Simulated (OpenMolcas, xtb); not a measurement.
# CH3Cl2Si (SMILES [CH2][SiH](Cl)Cl): methods side by side

CH3Cl2Si: 7 atoms, total charge 0, spin state doublet. As SMILES, `[CH2][SiH](Cl)Cl`. The shape is that of a PBE0-D4/def2-TZVP optimisation. This is one conformer, not always the lowest.

```xyz
7

C    -0.6927    0.8926    0.1975
Si    0.4663   -0.4995   -0.0039
Cl    1.5938   -0.2354   -1.6943
Cl   -0.5740   -2.2525   -0.2092
H    -1.4477    1.1272   -0.5455
H    -0.6688    1.5406    1.0675
H     1.3845   -0.6410    1.1420
```

Quantity: the dipole moment, in D. The values are calculated.

```
                                level            kind     program  value (D)   CPU time
                             GFN2-xTB  semi-empirical         xtb       2.31  under 2 s
     UHF/6-31G* (spherical functions)    Hartree–Fock  OpenMolcas       2.66       14 s
  USVWN5/6-31G* (spherical functions)             LDA  OpenMolcas       2.30       39 s
    UPBE/6-31G* (spherical functions)             GGA  OpenMolcas       2.28       58 s
U-r2SCAN/6-31G* (spherical functions)        meta-GGA  OpenMolcas       2.41       73 s
  UBHLYP/6-31G* (spherical functions)   global hybrid  OpenMolcas       2.52       55 s
   UPBE0/6-31G* (spherical functions)   global hybrid  OpenMolcas       2.45       57 s
```

The values span 2.28 to 2.66 D. Times are those of the runs behind each value, whatever else they computed, on shared processors of several kinds: orders of magnitude only.
